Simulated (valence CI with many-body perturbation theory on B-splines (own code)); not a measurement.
Nb³⁴⁺: calculated level list

Method: relativistic CI+MBPT: five valence electrons over a frozen Dirac-Fock core [He], a basis of 11 s, 11 p, 10 d, 8 f, 5 g, 2 h functions for each j, with the one-electron correlation potential Σ1, the two-electron term Σ2, the three-electron term Σ3, Breit, model QED; selected CI, second order for the rest, scaled by the run's own slope (own B-spline code, finite nucleus).

The last digits are not significant, and no measured levels were compared; by estimate large intervals hold to a few tenths of a per cent, small ones and those within an open d or f shell to about a per cent. Among the levels kept, up to 10000 cm⁻¹ of a level comes from second order outside the variational space, and about a tenth of that is noise between levels of different J, which matters for small intervals.

Levels 91 to 135 of 204, with energies above the lowest level, (2s^2 2p1/2^2 2p3/2) J=3/2. "Leading %" is the weight of the configuration and term that name the level; weights of strongly mixed levels are sums over their largest components and can fall short. In the jj column 3d3/2^4 stands for four electrons in 3d with j = 3/2. Lifetimes count E1, E2, E3, M1 and M2 decay at the calculated energies, and are blank where another channel may lead or the interval is too uncertain; long ones can be off by a factor of two.

| No. | Configuration | Term | J | E (× 10³ cm⁻¹) | Leading % | Lifetime | Leading jj |
| --- | --- | --- | --- | --- | --- | --- | --- |
| 91 | 2s2.2p2.3d | 2S | 1/2 | 23095 | 35 | 8.92 fs | 2s^2 2p3/2^2 3d5/2 (40 %) |
| 92 | 2s.2p3.3p | 4P | 1/2 | 23129 | 35 | 40.7 fs | 2s 2p1/2^2 2p3/2 3p3/2 (66 %) |
| 93 | 2s.2p3.3p | 2P | 3/2 | 23140 | 21 | 30.3 fs | 2s 2p1/2 2p3/2^2 3p1/2 (74 %) |
| 94 | 2s2.2p2.3d | 2P | 3/2 | 23154 | 48 | 8.65 fs | 2s^2 2p3/2^2 3d5/2 (67 %) |
| 95 | 2s.2p3.3s | 4P° | 1/2 | 23171 | 83 | 66.1 fs | 2s 2p1/2 2p3/2^2 3s (97 %) |
| 96 | 2s2.2p2.3d | 2D | 5/2 | 23175 | 62 | 7.53 fs | 2s^2 2p3/2^2 3d5/2 (87 %) |
| 97 | 2s.2p3.3d | 4D° | 5/2 | 23201 | 46 | 16.7 fs | 2s 2p1/2^2 2p3/2 3d5/2 (81 %) |
| 98 | 2s.2p3.3p | 4F | 5/2 | 23202 | 23 | 63.4 fs | 2s 2p1/2 2p3/2^2 3p1/2 (85 %) |
| 99 | 2s.2p3.3d | 4D° | 3/2 | 23220 | 40 | 20.0 fs | 2s 2p1/2^2 2p3/2 3d5/2 (68 %) |
| 100 | 2s.2p3.3s | 4P° | 3/2 | 23253 | 31 | 142 fs | 2s 2p1/2 2p3/2^2 3s (82 %) |
| 101 | 2s.2p3.3d | 4D° | 7/2 | 23267 | 50 | 8.46 fs | 2s 2p1/2^2 2p3/2 3d5/2 (56 %) |
| 102 | 2s.2p3.3s | 2S° | 1/2 | 23279 | 31 | 30.7 fs | 2s 2p1/2 2p3/2^2 3s (81 %) |
| 103 | 2s2.2p2.3d | 2D | 3/2 | 23287 | 83 | 6.43 fs | 2s^2 2p3/2^2 3d3/2 (83 %) |
| 104 | 2s2.2p2.3d | 2D | 5/2 | 23304 | 67 | 8.02 fs | 2s^2 2p3/2^2 3d5/2 (92 %) |
| 105 | 2s.2p3.3d | 4D° | 1/2 | 23308 | 60 | 12.3 fs | 2s 2p1/2^2 2p3/2 3d5/2 (70 %) |
| 106 | 2s.2p3.3s | 2D° | 5/2 | 23332 | 69 | 73.9 fs | 2s 2p1/2 2p3/2^2 3s (86 %) |
| 107 | 2s.2p3.3s | 2D° | 3/2 | 23339 | 76 | 43.3 fs | 2s 2p1/2 2p3/2^2 3s (89 %) |
| 108 | 2s.2p3.3p | 4F | 7/2 | 23342 | 52 | 139 fs | 2s 2p1/2 2p3/2^2 3p1/2 (88 %) |
| 109 | 2s.2p3.3s | 2P° | 3/2 | 23371 | 34 | 65.6 fs | 2s 2p1/2 2p3/2^2 3s (90 %) |
| 110 | 2s.2p3.3p | 4D | 5/2 | 23380 | 35 | 49.4 fs | 2s 2p1/2 2p3/2^2 3p3/2 (86 %) |
| 111 | 2s.2p3.3p | 2F | 7/2 | 23384 | 29 | 125 fs | 2s 2p1/2 2p3/2^2 3p3/2 (79 %) |
| 112 | 2s.2p3.3p | 4P | 1/2 | 23426 | 46 | 30.8 fs | 2s 2p1/2 2p3/2^2 3p3/2 (84 %) |
| 113 | 2s.2p3.3s | 2P° | 1/2 | 23434 | 70 | 71.1 fs | 2s 2p1/2 2p3/2^2 3s (92 %) |
| 114 | 2s.2p3.3d | 4G° | 5/2 | 23452 | 38 | 228 fs | 2s 2p1/2^2 2p3/2 3d3/2 (91 %) |
| 115 | 2s.2p3.3p | 4P | 5/2 | 23464 | 66 | 75.8 fs | 2s 2p1/2 2p3/2^2 3p1/2 (92 %) |
| 116 | 2s.2p3.3d | 4F° | 3/2 | 23465 | 32 | 16.7 fs | 2s 2p1/2^2 2p3/2 3d3/2 (77 %) |
| 117 | 2s.2p3.3d | 4D° | 1/2 | 23501 | 46 | 54.8 fs | 2s 2p1/2^2 2p3/2 3d3/2 (90 %) |
| 118 | 2s.2p3.3p | 4P | 3/2 | 23523 | 41 | 32.1 fs | 2s 2p1/2 2p3/2^2 3p3/2 (86 %) |
| 119 | 2s.2p3.3d | 4G° | 7/2 | 23530 | 21 | 53.3 fs | 2s 2p1/2^2 2p3/2 3d5/2 (90 %) |
| 120 | 2s.2p3.3p | 4D | 1/2 | 23553 | 66 | 87.8 fs | 2s 2p1/2 2p3/2^2 3p1/2 (94 %) |
| 121 | 2s.2p3.3p | 4F | 9/2 | 23562 | 99 | 11.7 ps | 2s 2p1/2 2p3/2^2 3p3/2 (99 %) |
| 122 | 2s.2p3.3p | 4D | 7/2 | 23569 | 59 | 60.6 fs | 2s 2p1/2 2p3/2^2 3p3/2 (98 %) |
| 123 | 2s.2p3.3d | 4F° | 5/2 | 23577 | 22 | 8.30 fs | 2s 2p1/2^2 2p3/2 3d5/2 (85 %) |
| 124 | 2s.2p3.3p | 2P | 3/2 | 23594 | 53 | 28.9 fs | 2s 2p1/2 2p3/2^2 3p3/2 (70 %) |
| 125 | 2s.2p3.3d | 4D° | 3/2 | 23602 | 29 | 12.7 fs | 2s 2p1/2^2 2p3/2 3d5/2 (86 %) |
| 126 | 2s.2p3.3p | 2P | 3/2 | 23632 | 27 | 57.3 fs | 2s 2p1/2 2p3/2^2 3p1/2 (70 %) |
| 127 | 2s.2p3.3p | 4P | 1/2 | 23635 | 54 | 35.3 fs | 2s 2p1/2 2p3/2^2 3p1/2 (91 %) |
| 128 | 2s.2p3.3p | 2F | 5/2 | 23684 | 50 | 222 fs | 2s 2p1/2 2p3/2^2 3p1/2 (75 %) |
| 129 | 2s.2p3.3p | 2D | 5/2 | 23707 | 69 | 19.9 fs | 2s 2p1/2 2p3/2^2 3p3/2 (86 %) |
| 130 | 2s.2p3.3p | 2P | 3/2 | 23729 | 39 | 39.7 fs | 2s 2p1/2 2p3/2^2 3p1/2 (84 %) |
| 131 | 2s.2p3.3d | 4D° | 3/2 | 23796 | 32 | 40.4 fs | 2s 2p1/2 2p3/2^2 3d3/2 (86 %) |
| 132 | 2s.2p3.3d | 4F° | 5/2 | 23802 | 33 | 25.9 fs | 2s 2p1/2 2p3/2^2 3d3/2 (78 %) |
| 133 | 2s.2p3.3p | 4P | 3/2 | 23807 | 34 | 69.1 fs | 2s 2p1/2 2p3/2^2 3p3/2 (97 %) |
| 134 | 2s.2p3.3d | 4D° | 1/2 | 23809 | 28 | 84.0 fs | 2s 2p1/2 2p3/2^2 3d3/2 (83 %) |
| 135 | 2s.2p3.3d | 4F° | 7/2 | 23821 | 38 | 26.4 fs | 2s 2p1/2 2p3/2^2 3d5/2 (58 %) |
